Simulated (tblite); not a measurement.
C7H4F (doublet state).
SMILES: `C#CC1=C(F)CC=[C]1`

Computed with GFN2-xTB (tblite): harmonic, unscaled wavenumbers at the GFN2-xTB geometry, gas phase. Errors from tens to a few hundred cm⁻¹ against measured bands are possible. Open shells enter through the occupations alone, without spin polarisation, and single modes of such species can be off by tens of per cent.

Harmonic wavenumbers (cm⁻¹): 118.7, 137.9, 232.8, 325.1, 336.1, 369.2, 444.9, 536.7, 548.6, 640.5, 660.0, 675.2, 724.9, 812.6, 847.0, 971.0, 1013.4, 1015.1, 1147.1, 1165.1, 1232.7, 1300.8, 1380.0, 1586.6, 1638.8, 2252.6, 2954.5, 2974.2, 3166.7, 3400.0.

A = 3628, B = 1871, C = 1244 MHz; mass 107.030 u (most abundant isotopes); point group Cs, symmetry number 1; spin multiplicity 2.

Question: What is the zero-point energy?

Answer: Half the sum of the wavenumbers: 17304 cm⁻¹ = 207.01 kJ/mol.

Question: What is S at 298.15 K and 1 bar for an ideal gas of classical rigid rotors and harmonic oscillators?

Answer: Translation 167.14, rotation 117.29, vibration 65.04, spin (R ln 2) 5.76: S = 355.2 J/(mol K).

Question: And Cp and H(298.15 K) − H(0)?

Answer: Cp = 120.98 J/(mol K), of which vibrations give 87.72 (their classical limit is 30 R = 249.4); H(298.15 K) − H(0) = 21.64 kJ/mol without the zero-point energy, 11.73 from vibrations.

Question: What must be added to the electronic energy to get the Gibbs energy at 298.15 K and 1 bar?

Answer: ZPE + [H(298.15 K) − H(0)] − T·S = 207.01 + 21.64 − 105.91 = 122.74 kJ/mol.

Question: Blend soft modes into free rotors: weight 1/[1 + (100 cm⁻¹/ν̃)⁴] for the oscillator and the rest for a rotor with moment μB/(μ + B), μ = h/(8π²ν), B = 10⁻⁴⁴ kg m². What vibrational entropy results?

Answer: 64.24 J/(mol K) in place of 65.04, which changes −T·S at 298.15 K by +0.24 kJ/mol.

Question: How do the functions run with temperature in this model?

Answer: 
```json
{"T (K)": "50", "S (J/(mol K))": "232.9", "Cp (J/(mol K))": "39.8", "H − H(0) (kJ/mol)": "1.75", "G − H(0) (kJ/mol)": "-9.90", "ln q(vib)": "0.05"}
{"T (K)": "100", "S (J/(mol K))": "265.1", "Cp (J/(mol K))": "55.0", "H − H(0) (kJ/mol)": "4.11", "G − H(0) (kJ/mol)": "-22.40", "ln q(vib)": "0.41"}
{"T (K)": "373.15", "S (J/(mol K))": "384.7", "Cp (J/(mol K))": "141.9", "H − H(0) (kJ/mol)": "31.52", "G − H(0) (kJ/mol)": "-112.03", "ln q(vib)": "4.31"}
{"T (K)": "500", "S (J/(mol K))": "430.3", "Cp (J/(mol K))": "169.9", "H − H(0) (kJ/mol)": "51.39", "G − H(0) (kJ/mol)": "-163.78", "ln q(vib)": "6.43"}
{"T (K)": "750", "S (J/(mol K))": "506.6", "Cp (J/(mol K))": "205.6", "H − H(0) (kJ/mol)": "98.74", "G − H(0) (kJ/mol)": "-281.25", "ln q(vib)": "10.51"}
{"T (K)": "1000", "S (J/(mol K))": "569.0", "Cp (J/(mol K))": "227.2", "H − H(0) (kJ/mol)": "153.04", "G − H(0) (kJ/mol)": "-415.95", "ln q(vib)": "14.28"}
```

q(vib) and H(0) count from the zero-point level.

Hindered rotation and anharmonicity are outside this model.
